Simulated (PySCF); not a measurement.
B(Cl)(Br)(vinyl) (C₂H₃BBrCl), SMILES C=CB(Cl)Br.

Coordinates come from a PBE0-D3(BJ)/def2-SVP optimisation. This is a generated structure with no PubChem entry under its InChIKey; it may be hypothetical. One conformer was computed; it need not be the lowest.

These are CAM-B3LYP/def2-TZVP in PySCF values and carry that method's errors.

Symmetry labels are those of the subgroup Cs that the program uses (full group Cs).

Computed valence orbital energies around the gap with their symmetry:
```tsv
orbital	symmetry	energy (eV)
HOMO−7	A'	-13.81
HOMO−6	A'	-12.52
HOMO−5	A"	-11.99
HOMO−4	A'	-11.85
HOMO−3	A'	-10.41
HOMO−2	A"	-10.30
HOMO−1	A'	-9.76
HOMO	A"	-9.69
LUMO	A"	-1.19
LUMO+1	A'	1.88
LUMO+2	A"	2.17
LUMO+3	A'	2.59
```
